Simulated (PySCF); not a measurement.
A survey of 31P NMR shifts

- geometry from GFN2-xTB
- GIAO PBE0/pcSseg-1 shieldings
- run in PySCF 2.14
- no relativistic terms, rapidly exchanging positions averaged, one conformer, gas phase

Shieldings were converted by a linear fit to measured shifts: 31P (scatter 18.1 ppm rms vs H3PO4, solution or neat liquid). A few per cent of atoms miss by over 2 rms, more outside the fitted compound classes.

(1) Give the 31P shifts of `C=C[P@]1(=CC)C=CCC1`, `C/C=C\P=P/C[SiH3]`.

(2) Match the shifts 205.7, 31.5, 0.3, -165.1, -222.9 ppm to `C=CC[P@@]1(=C)C=CCC1`, `C=CC1CP(C2CC2)C1`, `C1=CP1C1CCCCC1`, `Cc1pcsc1C#N`, `CCO[SiH2]O[Si@@H]([SiH3])P`.

Answers

(1) 
```csv
compound,environment,δ (ppm)
C=C[P@]1(=CC)C=CCC1,"phosphorus bonded to 4 C, in a 5-membered ring",23.8
[CH3:1]/[CH:2]=[CH:3]\[P:4]=[P:5]/[CH2:6][SiH3:7],"P5: phosphorus bonded to C, P",484.9
[CH3:1]/[CH:2]=[CH:3]\[P:4]=[P:5]/[CH2:6][SiH3:7],"P4: phosphorus bonded to C, P",448.0
```

(2) 205.7: Cc1pcsc1C#N (phosphorus bonded to 2 C, in a 5-membered ring); 31.5: C=CC[P@@]1(=C)C=CCC1 (phosphorus bonded to 4 C, in a 5-membered ring); 0.3: C=CC1CP(C2CC2)C1 (phosphorus bonded to 3 C, in a 4-membered ring); -165.1: C1=CP1C1CCCCC1 (phosphorus bonded to 3 C, in a 3-membered ring); -222.9: CCO[SiH2]O[Si@@H]([SiH3])P (phosphorus bonded to Si, 2 H).
